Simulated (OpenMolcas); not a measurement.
A calculation on Pt2+.

| Item | Value |
| --- | --- |
| Program | OpenMolcas |
| Method | SS-CASPT2, IPEA 0.25 Eh, imaginary shift 0.1 Eh (closed shells correlated: 5s 5p) |
| Basis | ANO-RCC-VTZP [8s7p5d3f1g] |
| Scalar Hamiltonian | DKH2, point nucleus |
| Active space | 8 electrons in 6 orbitals (5d 6s) |
| State averaging | 2S+1 = 3 even, 60 roots; 2S+1 = 5 even, 15 roots kept (CI in the orbitals of an earlier block); 2S+1 = 1 even, 55 roots kept (CI in the orbitals of an earlier block) |
| Spin-orbit coupling | state interaction with AMFI integrals over the reference wave functions, term energies averaged over their components |

Which level of the active space comes out lowest?

5d⁸ ³F₄, with 96 % of that term; it is also the measured ground level.

How high does 5d⁷ 6s ⁵F₅ lie?

19890 cm⁻¹ above the lowest level; measured 21837 cm⁻¹ above the ground level, so the calculation is off by -9 %.

How high does 5d⁷ 6s ⁵F₂ [71 %] lie?

32260 cm⁻¹ above the lowest level.

How high does 5d⁸ ¹G₄ lie?

21920 cm⁻¹ above the lowest level; measured 21331 cm⁻¹ above the ground level, so the calculation is off by +3 %.

The level at 5260 cm⁻¹ has J = 2. What is it made of, and what is its g factor?

45 % 5d⁸ ¹D₂, 39 % 5d⁸ ³P, 16 % 5d⁸ ³F; g = 1.146, against 1.000 from Landé's formula for the pure leading term.

Measured values: NIST levels as listed in McCann et al., Mon. Not. R. Astron. Soc. 538, 537 (2025).

CASPT2 breaks the degeneracy within a term, and the mean is taken; among the terms shown or strongly mixed into the levels shown the widest spread is 510 cm-1 (5d⁷ 6s ⁵F). Terms from blocks run as CI alone lack orbitals of their own. A single d shell beside an s shell can misplace configurations of different d count against each other. Computed and measured levels are paired by configuration, term and J; levels that our copy of the source lacks, or whose pairing is in doubt (as where it misses far off the trend of its configuration), stay unpaired and out of the deviations. Levels of configurations outside the active space are missing.

A share in square brackets marks a mixed level and gives the weight of the term that names it.
